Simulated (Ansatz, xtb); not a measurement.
Relative energy of two isomers of C4H7FO3S

Structure I: `C[C@@H]1O[S@](=O)O[C@@]1(C)F`, a singlet. Structure II: `C[C@@H]1O[S@@](=O)O[C@@]1(C)F`, a singlet. Both are isolated molecules in the gas phase, relaxed with PBE-D3(BJ)/def2-SVP, each in the lowest conformer that the search found.

Q: Which of the two would you expect CCSD(T)/def2-SVP + ΔMP2/def2-TZVPP electronic energies to favour?

A: Structure I; the calculation gives E(II) − E(I) = +0.070 eV.

Level by level:

```
                             level             geometry  E(II) − E(I) (eV)  departure from the last row (eV)  job, with rough time for the two
                          GFN2-xTB             GFN2-xTB              +0.150                            +0.080              optimisation, 0.25 s
                         HF/STO-3G             GFN2-xTB              −0.128                            −0.198               single point, 0.6 s
                r2SCAN-D4/def2-SVP             GFN2-xTB              +0.076                            +0.006               single point, 5.2 s
               PBE-D3(BJ)/def2-SVP  PBE-D3(BJ)/def2-SVP              +0.105                            +0.034                optimisation, 38 s
                       HF/def2-SVP  PBE-D3(BJ)/def2-SVP              +0.060                            −0.010           part of the CCSD(T) run
                      MP2/def2-SVP  PBE-D3(BJ)/def2-SVP              +0.096                            +0.026           part of the CCSD(T) run
                  CCSD(T)/def2-SVP  PBE-D3(BJ)/def2-SVP              +0.097                            +0.027                      single point
CCSD(T)/def2-SVP + ΔMP2/def2-TZVPP  PBE-D3(BJ)/def2-SVP              +0.070                                               single point, 3.3 min
```

As drawn, both hold the same kinds of bond in the same numbers.

HF/STO-3G puts the two in the other order. The largest departure from CCSD(T)/def2-SVP + ΔMP2/def2-TZVPP is that of HF/STO-3G, 0.198 eV. The last row adds to CCSD(T) the change of the MP2 difference between the two basis sets, here −0.027 eV.

With thermal terms from frequencies at re-optimised GFN2-xTB minima (ideal gas, soft modes damped towards free rotors, one conformer each, 298.15 K, 1 atm): the zero-point term adds +0.009 eV; ΔH is +0.076 and ΔG +0.081 eV.

The correlated steps freeze 13 core orbitals. Run with Ansatz 0.2.0, xtb 6.7.1; the last row on 4 threads of Arm Neoverse V1 on a shared host.
